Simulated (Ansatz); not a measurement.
Computed with Ansatz on PBE0-D4/def2-TZVP structures; ΔE is electronic, products minus reactants. CBS: MP2 limit from def2 TZ/QZ plus the TZ coupled-cluster correction, frozen cores. This one scheme is used for every species. DFT in def2-TZVPP. B3LYP here is the variant with VWN-RPA as its local correlation; programs differ in this. Elements past krypton have def2 core potentials. For Br, In outer-core shells are correlated without core-valence functions, which leaves a few kJ/mol of doubt a bond. Scalar relativity is left out up to krypton. Each species was taken in one conformer, which may not be the lowest.

Consider the ligand exchange at the In–O bond: `[OH][In]([OH])[Br]` + HBr → `[OH][In]([Br])[Br]` + H₂O.

`[OH][In]([OH])[Br]`:

```xyz
6

O     0.547   -1.199   -1.043
In   -0.126    0.032    0.343
O    -0.254    1.940   -0.105
Br   -0.783   -0.771    2.553
H     0.578   -2.111   -0.743
H     0.038    2.110   -1.005
```

HBr:

Cartesian coordinates in Å:
```
Br -0.242 0.432 -0.509
H 0.242 -0.432 0.509
```

`[OH][In]([Br])[Br]`:

```xyz
5

O     0.982    0.567   -1.118
In   -0.068   -0.084    0.408
Br   -2.314   -0.979    0.020
Br    0.899    0.020    2.636
H     0.501    0.477   -1.946
```

H₂O:

```xyz
3

O     0.157   -0.097   -0.343
H    -0.595    0.479   -0.187
H     0.437   -0.382    0.530
```

| level | ΔE (kcal/mol) | difference from CCSD(T)/CBS |
| --- | --- | --- |
| B3LYP-D4 | -25.3 | 0.4 |
| B2PLYP | -24.6 | 1.1 |
| PBE | -24.0 | 1.7 |
| B3LYP | -24.6 | 1.1 |
| HF/def2-TZVPP | -29.3 | -3.6 |
| MP2/def2-TZVPP | -25.4 | 0.3 |
| CCSD/def2-TZVPP | -25.2 | 0.5 |
| HF/def2-QZVPP | -29.1 | -3.4 |
| HF/CBS(def2) | -29.1 | -3.4 |
| CCSD/CBS(def2) | -26.3 | -0.6 |
| CCSD(T)/CBS | -25.7 | 0 |

Largest T1 diagnostic among the species: 0.014.

In def2-TZVPP, CCSD(T) changes the Hartree–Fock value by +4.6 kcal/mol (the triples alone add +0.6 kcal/mol) and MP2 by +3.9 kcal/mol. From PBE to PBE0 (25 % exact exchange), in def2-TZVPP and without D4, ΔE moves by −2.5 kcal/mol.
